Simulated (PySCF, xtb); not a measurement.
Si(F)(Cl)(Me)(OH) (CH₄ClFOSi), SMILES F[Si](C)(O)Cl. The values are those of a single conformer.

Harmonic wavenumbers (cm⁻¹) from GFN2-xTB (xtb 6.7.1) at its own minimum, in rising order: 66, 140, 165, 205, 215, 250, 279, 486, 734, 760, 816, 843, 862, 951, 1382, 1464, 1466, 3045, 3053, 3056, 3635.

What does PBE-D3(BJ)/def2-SVP in PySCF 2.14.0 give at its own minimum? (The exact figures need the calculation; the answer reports its results.)

115, 158, 190, 243, 260, 299, 324, 511, 704, 745, 767, 820, 891, 945, 1231, 1375, 1377, 2991, 3095, 3100, 3766. Paired by order, the mean absolute difference is 50 cm⁻¹ and the zero-point energies are 34.1 and 34.2 kcal/mol.
